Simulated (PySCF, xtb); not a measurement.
methylsilylformaldehyde (C₂H₆OSi), SMILES O=C[SiH2]C.

xtb with GFN2-xTB at its own geometry gives an orbital gap of 2.53 eV and a dipole moment of 2.51 D.

Coordinates come from a B3LYP-D3(BJ)/def2-SVP optimisation. Other conformers were not sampled.

**Question.** What does M06-2X/def2-TZVP (PySCF) give? (The exact figures need the calculation; the answer reports its results.)

**Answer.** gap 8.02 eV (levels -8.39 and -0.37 eV), dipole 2.06 D.
